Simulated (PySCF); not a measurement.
## Radial density of O²⁺ (oxygen, charge +2)

BP86, [He] 2s2 2p2, high-spin 3P determinant. All numbers are calculated (PySCF 2.14, no relativity, point nucleus, in cc-pVTZ).

| r (bohr) | 4πr²ρ (e/bohr) | 4πr²(ρα − ρβ) |
| --- | --- | --- |
| 0.00366 | 0.04968 | 0.0000 |
| 0.00615 | 0.1356 | 0.0000 |
| 0.0103 | 0.3577 | 0.0000 |
| 0.0174 | 0.9058 | -0.0001 |
| 0.0293 | 2.119 | 0.0002 |
| 0.0493 | 4.374 | 0.0023 |
| 0.0828 | 7.283 | 0.0166 |
| 0.139 | 8.541 | 0.0927 |
| 0.234 | 5.801 | 0.3776 |
| 0.394 | 2.856 | 1.1152 |
| 0.663 | 3.745 | 1.8712 |
| 1.12 | 2.994 | 1.3588 |
| 1.88 | 0.5797 | 0.2803 |
| 3.16 | 0.01582 | 0.0079 |
| 5.31 | 2.555e-05 | 0.0000 |
